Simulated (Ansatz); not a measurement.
Cost and result for the atomization energy of FGaGeH4Si (8 atoms, 7 bonds).

Z-matrix (Å, degrees):
```
Si
Ge 1 2.452
F 1 1.610 2 110.1
H 1 1.515 2 119.2 3 -121.2
H 1 1.487 2 109.6 3 118.9
Ga 2 2.851 1 69.4 3 110.9
H 2 1.651 1 90.9 3 70.3
H 2 1.656 1 87.3 3 154.6
```

Total charge 0; spin multiplicity 1. Correlated methods include outer-core shells of Ga, Ge, which these sets cover unevenly. Scalar relativity is left out up to krypton. The bonds changed during the relaxation, so this is another structure than the one it started from. All single points use the PBE0-D4/def2-TZVP geometry. Program: Ansatz. All runs use 4 threads of an Intel Xeon Platinum 8259CL on a shared host. Times are those of one run each, without the atoms' runs, and a repeat can differ threefold. Electronic energies, without spin–orbit coupling; frozen cores. CCSD(T)/CBS adds CCSD(T) − MP2 in def2-TZVPP to the MP2 limit, and its time is that of the two runs behind it. T1 = 0.015. With those shells the extrapolation isn't a true limit.

CCSD(T)/CBS is a level of theory with its own doubt, some kJ/mol a heavy atom from the limit and from the frozen cores, so smaller differences don't rank the functionals.

```tsv
level	functions	wall time
LDA (SPW92)/def2-TZVPP	225	1.4 s
revPBE-D4/def2-TZVPP	225	2 s
PBE-D4/def2-TZVPP (with forces)	225	2.5 s
PBE0-D4/def2-TZVPP	225	3.3 s
CAM-B3LYP-D4/def2-TZVPP	225	4.3 s
r2SCANh-D4/def2-TZVPP	225	5 s
PBE-QIDH/def2-TZVPP	225	6.5 s
CCSD(T)/def2-SVP	116	7 s
B97M-V/def2-TZVPP	225	8 s
ωB97M-V/def2-TZVPP (with forces)	225	12 s
MP2/def2-QZVPP	425	23 s
CCSD(T)/def2-TZVPP	225	98 s
CCSD(T)/CBS(def2)	–	2 min
```

Task: What atomization energy does each give, and how far from CCSD(T)/CBS? (Best estimate.)

Result: The calculation gave: 
```json
{"level": "LDA (SPW92)/def2-TZVPP", "atomization (kJ/mol)": "2543.2", "difference from CCSD(T)/CBS": "297.0", "per bond": "42.4"}
{"level": "revPBE-D4/def2-TZVPP", "atomization (kJ/mol)": "2186.4", "difference from CCSD(T)/CBS": "-59.8", "per bond": "-8.5"}
{"level": "PBE-D4/def2-TZVPP (with forces)", "atomization (kJ/mol)": "2237.1", "difference from CCSD(T)/CBS": "-9.1", "per bond": "-1.3"}
{"level": "PBE0-D4/def2-TZVPP", "atomization (kJ/mol)": "2196.3", "difference from CCSD(T)/CBS": "-49.9", "per bond": "-7.1"}
{"level": "CAM-B3LYP-D4/def2-TZVPP", "atomization (kJ/mol)": "2211.1", "difference from CCSD(T)/CBS": "-35.1", "per bond": "-5.0"}
{"level": "r2SCANh-D4/def2-TZVPP", "atomization (kJ/mol)": "2217.7", "difference from CCSD(T)/CBS": "-28.5", "per bond": "-4.1"}
{"level": "PBE-QIDH/def2-TZVPP", "atomization (kJ/mol)": "2184.6", "difference from CCSD(T)/CBS": "-61.6", "per bond": "-8.8"}
{"level": "CCSD(T)/def2-SVP", "atomization (kJ/mol)": "2024.9", "difference from CCSD(T)/CBS": "-221.3", "per bond": "-31.6"}
{"level": "B97M-V/def2-TZVPP", "atomization (kJ/mol)": "2250.0", "difference from CCSD(T)/CBS": "3.8", "per bond": "0.5"}
{"level": "ωB97M-V/def2-TZVPP (with forces)", "atomization (kJ/mol)": "2212.5", "difference from CCSD(T)/CBS": "-33.7", "per bond": "-4.8"}
{"level": "MP2/def2-QZVPP", "atomization (kJ/mol)": "2221.7", "difference from CCSD(T)/CBS": "-24.5", "per bond": "-3.5"}
{"level": "CCSD(T)/def2-TZVPP", "atomization (kJ/mol)": "2174.8", "difference from CCSD(T)/CBS": "-71.4", "per bond": "-10.2"}
{"level": "CCSD(T)/CBS(def2)", "atomization (kJ/mol)": "2246.2", "difference from CCSD(T)/CBS": "0.0", "per bond": "0.0"}
```

From PBE to PBE0 (25 % exact exchange), in def2-TZVPP and without D4, the atomization energy moves by −37.3 kJ/mol: exact exchange takes away binding that semilocal exchange gives to molecules. The D4 term adds +38.4 kJ/mol with B3LYP and +19.8 kJ/mol with PBE0; it sums over pairs of atoms, weighted by their polarisabilities, and B3LYP, whose exchange is more repulsive, gets the larger term. Leaving LDA and LC-ωPBE aside and taking each functional with its dispersion term where it has one, the values, not all of them listed here, spread over 92.9 kJ/mol, from BHLYP-D4 to B97M-V. LDA lies +329.3 kJ/mol from PBE without D4, its usual overbinding.

B3LYP here is the variant with VWN-RPA as its local correlation; programs differ in this.

For some Ge, Se and Sn compounds the MP2-based and the directly extrapolated limit differ by 10 to 25 kJ/mol.
